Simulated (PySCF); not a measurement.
A structure optimised at PBE0-D3(BJ)/def2-TZVP, used in a PySCF frequency run:

```xyz
2

Cu     0.0000     0.0000    -1.5356
I      0.0000     0.0000     0.8403
```

**Question.** Write its SMILES, formula and point group.

**Answer.** [Cu][I], CuI, C∞v

**Question.** What are its rotational constants (standard atomic weights)?

**Answer.** 2.1143 GHz (linear rotor, B only)
